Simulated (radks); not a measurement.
Q: Ionisation of neutral promethium, [Xe] 4f5 6s2, to [Xe] 4f5 6s1 as the strength of local exchange is varied. Calculated with a radial shooting solver on a logarithmic mesh with Libxc functionals: scalar-relativistic Kohn-Sham, Slater X-alpha exchange (alpha = 2/3 is LDA exchange), no correlation, spin-polarised, spherical densities, finite nucleus; open shells are filled with parallel spins first (spin-orbit coupling, left out, can overturn this in heavy ions); Fermi nuclear charge, rms radius 4.962 fm.

alpha  E(Pm) (hartree)  exchange (hartree)  IE (eV)  -e of the level emptied (eV)  <r> of it (bohr)
0.667      -10007.2078           -215.7897    4.664                    2.720 (6s)             4.573
0.704      -10019.2267           -228.0487    4.806                    2.869 (6s)             4.525
0.86       -10070.0675           -280.0538    5.440                    3.543 (6s)             4.324
0.907      -10085.4373           -295.8229    5.641                    3.759 (6s)             4.266
x          -10065.4939           -275.3657    5.381                    3.480 (6s)             4.341

Which alpha was used in the last row?

A: alpha = 0.846. NIST Atomic Spectra Database: 5.582 eV (measured). The Delta-SCF value meets it near alpha = 0.89. Open shells are spherical and high-spin; term and fine-structure splittings are not resolved. Spin-orbit splitting is averaged out at the scalar-relativistic level.
